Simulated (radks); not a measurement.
Values are calculated unless marked as measured or tabulated.
All-electron atom: the mercury ion Hg4+ in [Xe] 4f14 5d8. Level of theory: scalar-relativistic Kohn-Sham, PBE, spin-polarised, spherical densities, point nucleus; open shells are filled with parallel spins first (spin-orbit coupling, left out, can overturn this in heavy ions) (a radial shooting solver on a logarithmic mesh with Libxc functionals).

Radial electron density D(r) = 4 pi r^2 rho(r):

```
   r/bohr * D(r) (the largest magnitude, 150, reaches the edge; | marks zero)
 0.001463 |      *
 0.001676 |       *
 0.001936 |         *
 0.002218 |           *
 0.002562 |             *
 0.002935 |                *
 0.003389 |                   *
 0.003914 |                      *
 0.004485 |                         *
 0.005179 |                             *
 0.005934 |                                *
 0.006853 |                                   *
 0.007914 |                                     *
 0.009067 |                                       *
  0.01047 |                                        *
    0.012 |                                        *
  0.01385 |                                       *
    0.016 |                                     *
  0.01833 |                                    *
  0.02117 |                                   *
  0.02426 |                                    *
  0.02801 |                                      *
  0.03209 |                                          *
  0.03706 |                                               *
   0.0428 |                                                    *
  0.04904 |                                                      *
  0.05664 |                                                     *
  0.06489 |                                                  *
  0.07494 |                                             *
  0.08654 |                                          *
  0.09915 |                                           *
   0.1145 |                                              *
   0.1312 |                                                  *
   0.1515 |                                                  *
   0.1736 |                                             *
   0.2005 |                                    *
   0.2315 |                             *
   0.2652 |                           *
   0.3063 |                              *
   0.3509 |                                 *
   0.4053 |                                *
   0.4681 |                          *
   0.5363 |                   *
   0.6193 |             *
   0.7096 |          *
   0.8195 |        *
   0.9464 |       *
    1.084 |      *
    1.252 |    *
    1.435 |  *
    1.657 | *
    1.898 |*
    2.192 |*
    2.532 *
      2.9 *
     3.35 *
    3.838 *
    4.432 *
```

D(r) has 4 maxima, at r = 0.0110, 0.0510, 0.142, 0.368 bohr, and minima at 0.0213, 0.0915, 0.261 bohr, inside which lie 1.88, 11.01, 30.05 electrons.
